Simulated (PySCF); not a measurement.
C₆ coefficients of unlike pairs at UHF

Calculated with PySCF 2.14 from the dipole response of each species, C₆(A,B) = (3/π) ∫ α_A(iu) α_B(iu) du, in atomic units, from isotropic polarisabilities. For ions this is the dispersion term alone; charge-induced terms of lower order in 1/R come first.

```csv
species,configuration,basis,relativity,α (bohr³),C₆ (like pair)
Cr³⁺,[Ar] 3d3 (4F),dyall-av2z (16s12p7d2f),none,1.852,4.580
Ar⁺,[Ne] 3s2 3p5 (2P),"x2c-QZVPPall with one added diffuse shell each of s, p, d, f type (10s7p5d3f1g)",spin-free X2C,6.786,30.46
P,[Ne] 3s2 3p3 (4S),dyall-av3z (19s12p3d2f),spin-free X2C,25.36,187.7
Te³⁺,[Kr] 4d10 5s2 5p1 (2P),aug-cc-pwCVDZ-PP with ECP28MDF (6s5p4d1f),core potential,11.29,58.39
```

Q: Estimate C₆ for Ar⁺ with Cr³⁺.

A: The integral gives 11.04. The combination rule 2 C_A C_B / (C_A α_B/α_A + C_B α_A/α_B) gives 11.12 and the geometric mean 11.81.

No spin-orbit coupling is included.

The other pairs:

```json
{"pair": "Te³⁺, P", "C₆": "101.2"}
{"pair": "P, Cr³⁺", "C₆": "22.65"}
{"pair": "Te³⁺, Ar⁺", "C₆": "41.66"}
{"pair": "P, Ar⁺", "C₆": "70.20"}
{"pair": "Te³⁺, Cr³⁺", "C₆": "14.81"}
```
